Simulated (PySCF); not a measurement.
NbF4, SMILES [F][Nb]([F])([F])[F] (connectivity only; charge and spin as stated), neutral, multiplicity 2.

Geometry: PBE-D3(BJ)/def2-SVP. The multiplicity is an assumed one; other spin states were not compared. The isomer is the one that the SMILES or the coordinates give; other isomers of the formula were not compared. The def2 effective core potentials stand for the cores of Nb; spin–orbit coupling is left out.

Two levels are set side by side: PBE/def2-TZVPD (PySCF) and CAM-B3LYP/def2-TZVPD (PySCF). Same geometry, gas phase. Differences are taken from unrounded values.

```tsv
quantity	CAM-B3LYP
α-spin orbital gap (eV)	6.77
β-spin orbital gap (eV)	12.03
mean polarisability (bohr³)	38.8
```

Q: What does PBE give, and how far is it from CAM-B3LYP? (Estimate from the structure and the level; the computed values follow.)

A: 
| quantity | PBE | PBE minus CAM-B3LYP |
|---|---|---|
| α-spin orbital gap (eV) | 1.45 | -5.33 |
| β-spin orbital gap (eV) | 6.68 | -5.34 |
| mean polarisability (bohr³) | 44.0 | 5.2 |

PBE's more diffuse valence density responds more strongly to a field. Differences between two approximate levels are no errors against the true value.

Rough cost on one machine, each run with all the roots and properties that it gave: CAM-B3LYP against PBE within a factor of 2.
